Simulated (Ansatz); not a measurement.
Breaking the As1–H2 bond in AsH (multiplicity 3 held). Energies count from the point at 1.536 Å.


U- levels take the lowest unrestricted solution at each point, which mixes spins at long bonds. Active spaces are followed from rest. Curves can end on different states.

Cores are frozen in the correlated methods. Filled d and f shells under p-block atoms count as core.

Programs: Ansatz (an electronic-structure program). Each number belongs to the level named beside it.

Energies in kJ/mol.

```tsv
R (Å)	U-B3LYP/cc-pVTZ	U-CCSD/cc-pVTZ	CASSCF(6,5)/cc-pVTZ	SC-NEVPT2 on CASSCF(6,5)/cc-pVTZ	FIC-MRCISD+Q on CASSCF(6,5)/cc-pVTZ
1.228	127	129	134	131	129
1.382	24	24	27	26	25
1.536	0	0	0	0	0
1.689	15	16	12	14	15
1.843	49	50	41	46	49
2.073	112	113	94	103	108
2.303	174	172	142	155	163
2.687	243	234	193	214	226
3.071	273	256	214	240	253
3.532	287	262	221	249	264
4.146	292	264	224	252	267
4.914	294	265	224	253	268
6.142	294	265	224	253	268
```

Doubts at one or more of the structures used: a spin-contaminated determinant (U-B3LYP/cc-pVTZ, U-CCSD/cc-pVTZ); T1 above 0.05 (U-CCSD/cc-pVTZ).
